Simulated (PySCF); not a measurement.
Boron: a sound run and one with changed settings

Sound run: B²⁺ [He] 2s1, B³⁺ 1s2. All numbers are calculated (PySCF 2.14, the spin-free X2C one-electron Hamiltonian (Gaussian nucleus), in jorge-DZP-DKH). The sound run starts from symmetry-adapted Hartree-Fock orbitals and uses a fine grid where one is needed.

Changed run: radial step 0.3 in ln r (0.13 in the sound run). This setting is unsound on purpose.

```json
{"species": "B²⁺", "method": "UHF", "sound run (hartree)": "-23.38063", "changed run (hartree)": "-23.38063", "converged": "yes"}
{"species": "B²⁺", "method": "B3LYP", "sound run (hartree)": "-23.43922", "changed run (hartree)": "-23.43911", "converged": "yes"}
{"species": "B²⁺", "method": "BP86", "sound run (hartree)": "-23.42711", "changed run (hartree)": "-23.42703", "converged": "yes"}
{"species": "B³⁺", "method": "UHF", "sound run (hartree)": "-21.99131", "changed run (hartree)": "-21.99131", "converged": "yes"}
{"species": "B³⁺", "method": "B3LYP", "sound run (hartree)": "-22.02600", "changed run (hartree)": "-22.02601", "converged": "yes"}
{"species": "B³⁺", "method": "BP86", "sound run (hartree)": "-22.02772", "changed run (hartree)": "-22.02773", "converged": "yes"}
```

Ionisation energy of B²⁺:

| method | sound run (eV) | changed run (eV) |
| --- | --- | --- |
| UHF | 37.805 | 37.805 |
| B3LYP | 38.456 | 38.453 |
| BP86 | 38.079 | 38.077 |

A coarse radial grid mis-integrates the density and the exchange-correlation energy, with errors of either sign; Hartree-Fock needs no grid.

For comparison, NIST gives 37.931 eV between the lowest levels.
